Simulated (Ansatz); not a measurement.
C2H3O2, charge -1, singlet, at a GFN2-xTB geometry (a gas-phase anion, which may not be bound at this level); Ansatz (an electronic-structure program) with CCSD/6-311G**.

Here is a job for Ansatz.
Ansatz 0.2 input:
```yaml
crystal:
  periodic: [false, false, false]
  atoms:
    - {symbol: C, position_ang: [-1.15412904, -0.13368505, -0.00475851]}
    - {symbol: O, position_ang: [-0.72670803, -1.11946687, 0.60148897]}
    - {symbol: O, position_ang: [0.00963198, 0.80173294, -0.46742437]}
    - {symbol: C, position_ang: [1.28691312, 0.41218812, -0.14832584]}
    - {symbol: H, position_ang: [1.79443639, 1.15884469, 0.49102832]}
    - {symbol: H, position_ang: [1.24026991, -0.54555805, 0.40753573]}
    - {symbol: H, position_ang: [1.90519756, 0.25756633, -1.05257476]}
basis:
  gaussian:
    orbitals: 6-311G__.json
total_charge: -1
magnetization: {spin_polarized: false}
correlation: {method: ccsd}
```
The basis file holds 6-311G** in the JSON format of the Basis Set Exchange.

What the program printed (banner, timings and long lists left out):

```
Functional definition: HF
730 factors; integrals over basis functions are off by at most 1.0e-3 eV
mean field evaluation 1: about -6180.5814 eV, gradient 2.7e1 eV
mean field evaluation 2: about -6180.5878 eV, gradient 2.7e1 eV
mean field evaluation 4: about -6182.3405 eV, gradient 4.9e0 eV
mean field evaluation 8: about -6182.4042 eV, gradient 2.1e-1 eV
mean field evaluation 16: about -6182.3894 eV, gradient 1.2e0 eV
mean field -6182.40451826 eV, -227.1991754619 hartree, gradient 2.8e-6 eV, S^2 0.000000; 0 other end points of the search recorded, 0 dependent functions left out
4 core orbitals not correlated
reference -6182.40451826 eV, -227.1991754619 hartree; 12, 12 occupied and 74, 74 virtual orbitals, 730 factors
second order -18.64471504 eV of doubles, -0.00000000 eV of singles
cycle   1  -18.42703614 eV  change    2.2e-1 eV  update   1.3e-1
cycle   2  -19.03283217 eV  change   -6.1e-1 eV  update   4.0e-2
cycle   3  -19.19701981 eV  change   -1.6e-1 eV  update   2.2e-2
cycle   4  -19.17726885 eV  change    2.0e-2 eV  update   5.6e-3
cycle   5  -19.17626999 eV  change    1.0e-3 eV  update   2.5e-3
cycle   6  -19.17707105 eV  change   -8.0e-4 eV  update   7.3e-4
cycle   7  -19.17633434 eV  change    7.4e-4 eV  update   2.9e-4
cycle   8  -19.17631861 eV  change    1.6e-5 eV  update   1.0e-4
cycle   9  -19.17636368 eV  change   -4.5e-5 eV  update   4.3e-5
cycle  10  -19.17634534 eV  change    1.8e-5 eV  update   1.9e-5
Total energy: -6201.58086361 eV, -227.9038931551 hartree
```
